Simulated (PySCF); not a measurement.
# Computed records: BH₄Si

Computed with PySCF 2.14.0. Calculation on a computer-drawn molecule: vertical ionisation energy to the stated ion spin, frozen-core CCSD(T) at the basis limit and cheaper methods, single-reference cases, UHF for radicals, no spin-orbit; all values are single points at the evaluated structure, the first of each entry, which is the reference or a displaced copy of it and isn't optimised; the reference structure only sets the zero of the energies above reference; triples share is (T) over the correlation energy.

Common to all runs: charge 1; multiplicity 1; ion multiplicity 2; diffuse functions no; basis cc-pV(n+d)Z; reference is the Hartree-Fock double-zeta minimum; best is HF at quadruple zeta + MP2 correlation extrapolated from triple and quadruple zeta + CCSD(T) minus MP2 at triple zeta; basis step is the size of the change from the same recipe one zeta lower.

(1) 
```xyz
6
formula=BH4Si ionisation_energy_best=17.91 ionisation_energy_basis_step=0.02989 energy_above_reference_best=12.38 energy_above_reference_basis_step=0.1393 ionisation_energy_Koopmans_at_triple_zeta=18.07 ionisation_energy_EOM_CCSD_at_triple_zeta=17.87 total_energy_HF_triple_zeta=-315.6058 total_energy_CCSD(T)_triple_zeta=-315.8450 total_energy_best=-315.8726 T1_diagnostic_at_triple_zeta=0.01335 D1_diagnostic_at_triple_zeta=0.02459 ion_T1_diagnostic_at_triple_zeta=0.02325 ion_D1_diagnostic_at_triple_zeta=0.05478 ion_spin_squared_at_triple_zeta=0.797 triples_share_at_triple_zeta=0.02746 basis_functions_triple_zeta=125
B     -1.5103    -2.1486    -1.6129
Si    -1.7173    -0.2351    -1.1222
H     -2.5950    -2.6541    -1.9786
H     -0.5421    -2.6584    -1.6762
H     -2.1947     0.2399     0.4187
H     -1.6181     0.9635    -2.1029
```

Units: ionisation_energy_best, ionisation_energy_basis_step, ionisation_energy_Koopmans_at_triple_zeta, ionisation_energy_EOM_CCSD_at_triple_zeta in eV; energy_above_reference_best, energy_above_reference_basis_step in kcal/mol; total_energy_HF_triple_zeta, total_energy_CCSD(T)_triple_zeta, total_energy_best in hartree.

Reference structure:
```xyz
6
BH4Si
B     -1.6094    -2.0972    -1.7185
Si    -1.7794    -0.1666    -1.1020
H     -2.5928    -2.6523    -2.0927
H     -0.5326    -2.6014    -1.6823
H     -2.0685     0.1946     0.2902
H     -1.6218     0.9710    -2.0147
```

Drawn bonds:
```tsv
atom	other atom	order
1	2	1
1	3	1
1	4	1
2	5	1
2	6	1
```

Triple zeta:
```tsv
method	ionisation energy (eV)	energy above reference (kcal/mol)
HF	17	14.69
PBE	17.46	9.864
r2SCAN	17.55	11.29
B3LYP	17.66	11.73
wB97X	17.74	12.64
MP2	17.82	13.44
CCSD	17.8	12.69
CCSD(T)	17.81	12.38
```

(2) 
```xyz
6
formula=BH4Si ionisation_energy_best=18.13 ionisation_energy_basis_step=0.03485 energy_above_reference_best=3.58 energy_above_reference_basis_step=0.1862 ionisation_energy_Koopmans_at_triple_zeta=18.32 ionisation_energy_EOM_CCSD_at_triple_zeta=18.09 total_energy_HF_triple_zeta=-315.6213 total_energy_CCSD(T)_triple_zeta=-315.8588 total_energy_best=-315.8867 T1_diagnostic_at_triple_zeta=0.01289 D1_diagnostic_at_triple_zeta=0.02523 ion_T1_diagnostic_at_triple_zeta=0.02246 ion_D1_diagnostic_at_triple_zeta=0.06174 ion_spin_squared_at_triple_zeta=0.7786 triples_share_at_triple_zeta=0.02658 basis_functions_triple_zeta=125
B     -1.6247    -2.0665    -1.6485
Si    -1.8157    -0.1984    -1.1153
H     -2.5353    -2.5934    -2.0991
H     -0.4800    -2.5877    -1.6390
H     -2.1381     0.2231     0.3344
H     -1.6032     0.9480    -2.0468
```

Units: ionisation_energy_best, ionisation_energy_basis_step, ionisation_energy_Koopmans_at_triple_zeta, ionisation_energy_EOM_CCSD_at_triple_zeta in eV; energy_above_reference_best, energy_above_reference_basis_step in kcal/mol; total_energy_HF_triple_zeta, total_energy_CCSD(T)_triple_zeta, total_energy_best in hartree.

Reference structure:
```xyz
6
BH4Si
B     -1.6094    -2.0972    -1.7185
Si    -1.7794    -0.1666    -1.1020
H     -2.5928    -2.6523    -2.0927
H     -0.5326    -2.6014    -1.6823
H     -2.0685     0.1946     0.2902
H     -1.6218     0.9710    -2.0147
```

Drawn bonds:
```tsv
atom	other atom	order
1	2	1
1	3	1
1	4	1
2	5	1
2	6	1
```

Triple zeta:
```tsv
method	ionisation energy (eV)	energy above reference (kcal/mol)
HF	17.24	4.988
PBE	17.67	2.224
r2SCAN	17.76	2.762
B3LYP	17.88	3.218
wB97X	17.95	3.46
MP2	18.04	4.097
CCSD	18.02	3.851
CCSD(T)	18.03	3.706
```

(3) 
```xyz
6
formula=BH4Si ionisation_energy_best=16.66 ionisation_energy_basis_step=0.01805 energy_above_reference_best=43.8 energy_above_reference_basis_step=0.08815 ionisation_energy_Koopmans_at_triple_zeta=16.44 ionisation_energy_EOM_CCSD_at_triple_zeta=16.63 total_energy_HF_triple_zeta=-315.5506 total_energy_CCSD(T)_triple_zeta=-315.7953 total_energy_best=-315.8226 T1_diagnostic_at_triple_zeta=0.01639 D1_diagnostic_at_triple_zeta=0.04236 ion_T1_diagnostic_at_triple_zeta=0.02067 ion_D1_diagnostic_at_triple_zeta=0.06236 ion_spin_squared_at_triple_zeta=0.7659 triples_share_at_triple_zeta=0.03009 basis_functions_triple_zeta=125
B     -1.5917    -2.0869    -1.7295
Si    -1.7274    -0.1321    -1.1003
H     -3.0412    -2.9668    -2.2499
H     -0.5903    -2.6090    -1.6680
H     -2.0781     0.1793     0.2966
H     -1.6402     0.9534    -2.0367
```

Units: ionisation_energy_best, ionisation_energy_basis_step, ionisation_energy_Koopmans_at_triple_zeta, ionisation_energy_EOM_CCSD_at_triple_zeta in eV; energy_above_reference_best, energy_above_reference_basis_step in kcal/mol; total_energy_HF_triple_zeta, total_energy_CCSD(T)_triple_zeta, total_energy_best in hartree.

Reference structure:
```xyz
6
BH4Si
B     -1.6094    -2.0972    -1.7185
Si    -1.7794    -0.1666    -1.1020
H     -2.5928    -2.6523    -2.0927
H     -0.5326    -2.6014    -1.6823
H     -2.0685     0.1946     0.2902
H     -1.6218     0.9710    -2.0147
```

Drawn bonds:
```tsv
atom	other atom	order
1	2	1
1	3	1
1	4	1
2	5	1
2	6	1
```

Triple zeta:
```tsv
method	ionisation energy (eV)	energy above reference (kcal/mol)
HF	15.18	49.37
PBE	16.44	40.75
r2SCAN	16.39	43.35
B3LYP	16.5	43.87
wB97X	16.43	46.2
MP2	16.34	46.75
CCSD	16.51	44.38
CCSD(T)	16.58	43.58
```

(4) 
```xyz
6
formula=BH4Si ionisation_energy_best=18.13 ionisation_energy_basis_step=0.03496 energy_above_reference_best=0.6689 energy_above_reference_basis_step=0.04241 ionisation_energy_Koopmans_at_triple_zeta=18.27 ionisation_energy_EOM_CCSD_at_triple_zeta=18.08 total_energy_HF_triple_zeta=-315.6284 total_energy_CCSD(T)_triple_zeta=-315.8636 total_energy_best=-315.8913 T1_diagnostic_at_triple_zeta=0.01184 D1_diagnostic_at_triple_zeta=0.02381 ion_T1_diagnostic_at_triple_zeta=0.01787 ion_D1_diagnostic_at_triple_zeta=0.04803 ion_spin_squared_at_triple_zeta=0.7677 triples_share_at_triple_zeta=0.02555 basis_functions_triple_zeta=125
B     -1.6052    -2.0753    -1.7103
Si    -1.7385    -0.1605    -1.0677
H     -2.5765    -2.6525    -2.0954
H     -0.5694    -2.6082    -1.6768
H     -2.0524     0.1895     0.2906
H     -1.6286     0.9541    -1.9935
```

Units: ionisation_energy_best, ionisation_energy_basis_step, ionisation_energy_Koopmans_at_triple_zeta, ionisation_energy_EOM_CCSD_at_triple_zeta in eV; energy_above_reference_best, energy_above_reference_basis_step in kcal/mol; total_energy_HF_triple_zeta, total_energy_CCSD(T)_triple_zeta, total_energy_best in hartree.

Reference structure:
```xyz
6
BH4Si
B     -1.6094    -2.0972    -1.7185
Si    -1.7794    -0.1666    -1.1020
H     -2.5928    -2.6523    -2.0927
H     -0.5326    -2.6014    -1.6823
H     -2.0685     0.1946     0.2902
H     -1.6218     0.9710    -2.0147
```

Drawn bonds:
```tsv
atom	other atom	order
1	2	1
1	3	1
1	4	1
2	5	1
2	6	1
```

Triple zeta:
```tsv
method	ionisation energy (eV)	energy above reference (kcal/mol)
HF	17.2	0.5204
PBE	17.7	1.01
r2SCAN	17.79	0.6816
B3LYP	17.89	0.6273
wB97X	17.93	0.6266
MP2	18.01	0.5407
CCSD	18	0.6621
CCSD(T)	18.03	0.7068
```

(5) 
```xyz
6
formula=BH4Si ionisation_energy_best=18.2 ionisation_energy_basis_step=0.03419 energy_above_reference_best=8.076 energy_above_reference_basis_step=0.1133 ionisation_energy_Koopmans_at_triple_zeta=18.32 ionisation_energy_EOM_CCSD_at_triple_zeta=18.15 total_energy_HF_triple_zeta=-315.6169 total_energy_CCSD(T)_triple_zeta=-315.8516 total_energy_best=-315.8795 T1_diagnostic_at_triple_zeta=0.01151 D1_diagnostic_at_triple_zeta=0.02263 ion_T1_diagnostic_at_triple_zeta=0.0177 ion_D1_diagnostic_at_triple_zeta=0.04709 ion_spin_squared_at_triple_zeta=0.7692 triples_share_at_triple_zeta=0.02501 basis_functions_triple_zeta=125
B     -1.6052    -2.0753    -1.7103
Si    -1.7385    -0.1605    -1.0677
H     -2.5765    -2.6525    -2.0954
H     -0.6787    -2.5520    -1.6803
H     -2.0524     0.1895     0.2906
H     -1.6286     0.9541    -1.9935
```

Units: ionisation_energy_best, ionisation_energy_basis_step, ionisation_energy_Koopmans_at_triple_zeta, ionisation_energy_EOM_CCSD_at_triple_zeta in eV; energy_above_reference_best, energy_above_reference_basis_step in kcal/mol; total_energy_HF_triple_zeta, total_energy_CCSD(T)_triple_zeta, total_energy_best in hartree.

Reference structure:
```xyz
6
BH4Si
B     -1.6094    -2.0972    -1.7185
Si    -1.7794    -0.1666    -1.1020
H     -2.5928    -2.6523    -2.0927
H     -0.5326    -2.6014    -1.6823
H     -2.0685     0.1946     0.2902
H     -1.6218     0.9710    -2.0147
```

Drawn bonds:
```tsv
atom	other atom	order
1	2	1
1	3	1
1	4	1
2	5	1
2	6	1
```

Triple zeta:
```tsv
method	ionisation energy (eV)	energy above reference (kcal/mol)
HF	17.25	7.755
PBE	17.78	9.172
r2SCAN	17.86	8.319
B3LYP	17.97	7.889
wB97X	18.01	8.205
MP2	18.08	7.848
CCSD	18.07	8.114
CCSD(T)	18.09	8.246
```
